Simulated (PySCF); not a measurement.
A structure optimised at ωB97X-D3(BJ)/def2-SVP, used in a PySCF frequency run:

```
Si
F 1 1.6182
Cl 1 2.0452 2 107.48
Se 1 2.2380 2 112.73 3 114.93
H 4 1.4674 1 92.26 2 70.60
Se 1 2.2422 2 103.89 3 -121.14
H 6 1.4665 1 91.56 2 -173.37
```
Charge 0, spin multiplicity 1.

### Question
Write its SMILES and formula.

### Answer
F[Si](Cl)([SeH])[SeH], ClFH2Se2Si

### Question
What are its rotational constants (standard atomic weights)?

### Answer
1.3950, 0.76883, 0.60726 GHz
